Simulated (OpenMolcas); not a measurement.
## Computed transition rates of Cu³⁺

| Quantity | Value |
| --- | --- |
| Program | OpenMolcas |
| Method | SS-CASPT2, IPEA 0.25 Eh, imaginary shift 0.1 Eh (closed shells correlated: 3s 3p) |
| Basis | ANO-RCC-VTZP [6s5p3d2f1g] |
| Scalar Hamiltonian | DKH2, point nucleus |
| Active space | 8 electrons in 5 orbitals (3d) |
| State averaging | 2S+1 = 3 even, 10 roots; 2S+1 = 1 even, 15 roots kept (CI in the orbitals of an earlier block) |
| Spin-orbit coupling | state interaction with AMFI integrals over the reference wave functions, term energies averaged over their components |

Rates come from the transition moments of the reference wave functions (E1 and E2 in the length form). At fixed line strength A goes as λ^-3 for E1 and M1 and as λ^-5 for E2, so a rate at the computed wavelength can be rescaled to the measured one. Measured vacuum wavelengths follow from level energies in Sugar and Musgrove, J. Phys. Chem. Ref. Data 19, 527 (1990). Branching counts decays inside the model space alone, at computed energies, and the table is only a selection of the E2 and M1 lines, drawn from those between levels with measured partners whose computed energy lies within a factor of 1.5 of the measured one.

```json
{"Upper": "3d⁸ ³P₀", "Lower": "3d⁸ ³P₁", "Type": "M1", "λ computed (nm)": "30140", "λ measured (nm)": "30670", "A computed (s-1)": "1.97e-03", "A rescaled (s-1)": "1.87e-03", "Branching %": "2.5"}
{"Upper": "3d⁸ ³F₂", "Lower": "3d⁸ ³F₃", "Type": "M1", "λ computed (nm)": "8336", "λ measured (nm)": "8222", "A computed (s-1)": "6.17e-02", "A rescaled (s-1)": "6.43e-02", "Branching %": "100.0"}
{"Upper": "3d⁸ ³F₃", "Lower": "3d⁸ ³F₄", "Type": "M1", "λ computed (nm)": "5485", "λ measured (nm)": "5372", "A computed (s-1)": "1.58e-01", "A rescaled (s-1)": "1.68e-01", "Branching %": "100.0"}
{"Upper": "3d⁸ ³P₂", "Lower": "3d⁸ ¹D₂", "Type": "M1", "λ computed (nm)": "2479", "λ measured (nm)": "2900", "A computed (s-1)": "2.77e-01", "A rescaled (s-1)": "", "Branching %": "47.7"}
{"Upper": "3d⁸ ³P₁", "Lower": "3d⁸ ¹D₂", "Type": "M1", "λ computed (nm)": "2242", "λ measured (nm)": "2598", "A computed (s-1)": "2.33e-01", "A rescaled (s-1)": "", "Branching %": "70.9"}
{"Upper": "3d⁸ ¹D₂", "Lower": "3d⁸ ³F₂", "Type": "M1", "λ computed (nm)": "767.4", "λ measured (nm)": "759.3", "A computed (s-1)": "4.36e-01", "A rescaled (s-1)": "", "Branching %": "29.1"}
{"Upper": "3d⁸ ¹D₂", "Lower": "3d⁸ ³F₃", "Type": "M1", "λ computed (nm)": "702.7", "λ measured (nm)": "695.1", "A computed (s-1)": "1.06e+00", "A rescaled (s-1)": "", "Branching %": "70.6"}
{"Upper": "3d⁸ ³P₂", "Lower": "3d⁸ ³F₂", "Type": "M1", "λ computed (nm)": "586", "λ measured (nm)": "601.7", "A computed (s-1)": "2.37e-02", "A rescaled (s-1)": "", "Branching %": "4.1"}
{"Upper": "3d⁸ ³P₁", "Lower": "3d⁸ ³F₂", "Type": "E2", "λ computed (nm)": "571.7", "λ measured (nm)": "587.6", "A computed (s-1)": "2.21e-02", "A rescaled (s-1)": "1.93e-02", "Branching %": "6.7"}
{"Upper": "3d⁸ ³P₁", "Lower": "3d⁸ ³F₂", "Type": "M1", "λ computed (nm)": "571.7", "λ measured (nm)": "587.6", "A computed (s-1)": "8.06e-03", "A rescaled (s-1)": "", "Branching %": "2.5"}
{"Upper": "3d⁸ ³P₀", "Lower": "3d⁸ ³F₂", "Type": "E2", "λ computed (nm)": "561.1", "λ measured (nm)": "576.5", "A computed (s-1)": "7.70e-02", "A rescaled (s-1)": "6.73e-02", "Branching %": "97.5"}
{"Upper": "3d⁸ ³P₂", "Lower": "3d⁸ ³F₃", "Type": "M1", "λ computed (nm)": "547.5", "λ measured (nm)": "560.7", "A computed (s-1)": "1.71e-01", "A rescaled (s-1)": "", "Branching %": "29.5"}
{"Upper": "3d⁸ ³P₂", "Lower": "3d⁸ ³F₃", "Type": "E2", "λ computed (nm)": "547.5", "λ measured (nm)": "560.7", "A computed (s-1)": "1.54e-02", "A rescaled (s-1)": "1.37e-02", "Branching %": "2.7"}
{"Upper": "3d⁸ ³P₁", "Lower": "3d⁸ ³F₃", "Type": "E2", "λ computed (nm)": "535", "λ measured (nm)": "548.4", "A computed (s-1)": "6.39e-02", "A rescaled (s-1)": "5.65e-02", "Branching %": "19.4"}
{"Upper": "3d⁸ ³P₂", "Lower": "3d⁸ ³F₄", "Type": "E2", "λ computed (nm)": "497.8", "λ measured (nm)": "507.7", "A computed (s-1)": "9.18e-02", "A rescaled (s-1)": "8.32e-02", "Branching %": "15.8"}
{"Upper": "3d⁸ ¹G₄", "Lower": "3d⁸ ³F₃", "Type": "M1", "λ computed (nm)": "389.3", "λ measured (nm)": "399.2", "A computed (s-1)": "3.67e-01", "A rescaled (s-1)": "", "Branching %": "32.8"}
{"Upper": "3d⁸ ¹G₄", "Lower": "3d⁸ ³F₄", "Type": "M1", "λ computed (nm)": "363.5", "λ measured (nm)": "371.6", "A computed (s-1)": "7.50e-01", "A rescaled (s-1)": "", "Branching %": "67.0"}
{"Upper": "3d⁸ ¹S₀", "Lower": "3d⁸ ³P₁", "Type": "M1", "λ computed (nm)": "239", "λ measured (nm)": "241.8", "A computed (s-1)": "1.12e+01", "A rescaled (s-1)": "", "Branching %": "34.2"}
{"Upper": "3d⁸ ¹S₀", "Lower": "3d⁸ ³P₂", "Type": "E2", "λ computed (nm)": "236.6", "λ measured (nm)": "239.5", "A computed (s-1)": "1.94e+00", "A rescaled (s-1)": "", "Branching %": "5.9"}
{"Upper": "3d⁸ ¹S₀", "Lower": "3d⁸ ¹D₂", "Type": "E2", "λ computed (nm)": "216", "λ measured (nm)": "221.2", "A computed (s-1)": "1.91e+01", "A rescaled (s-1)": "1.70e+01", "Branching %": "58.7"}
{"Upper": "3d⁸ ¹S₀", "Lower": "3d⁸ ³F₂", "Type": "E2", "λ computed (nm)": "168.6", "λ measured (nm)": "171.3", "A computed (s-1)": "3.84e-01", "A rescaled (s-1)": "", "Branching %": "1.2"}
```

Spin-changing lines and M1 lines between different terms are not rescaled, since their strength hangs on the term gaps too.

The largest correction is for 3d⁸ ³P₁ → 3d⁸ ³F₂ (E2): 2.21e-02 × (571.7 / 587.6)^5 = 1.93e-02 s-1, a factor of 0.87.

The computed rate and branching of 3d⁸ ³F₃ → 3d⁸ ³F₄ give the upper level a radiative lifetime of 1.000 / 1.58e-01 s-1 = 6.33e+00 s, counting decays inside the model space alone. The rescaled rate gives about 5.9e+00 s.

These are rates of the free ion; in crystals, glasses and complexes forced electric-dipole and non-radiative decay shorten such lifetimes by orders of magnitude. No measured rate stands beside these. Rescaling mends the energy factor alone: line strengths can still be far off where a level mixes with configurations outside the active space, and weak or spin-changing lines hang on small mixing coefficients that depend on the term gaps too, so rescaling need not improve them.

CASPT2 breaks the degeneracy within a term, and the mean is taken; among the terms shown or strongly mixed into the levels shown the widest spread is 930 cm-1 (3d⁸ ¹G). Terms from blocks run as CI alone lack orbitals of their own. Measured partners are found by configuration, term and J. A level has none where our copy of the source lacks it or the pairing is in doubt (some pairs that miss far off the trend of their configuration count as doubtful). Levels of configurations outside the active space are missing.
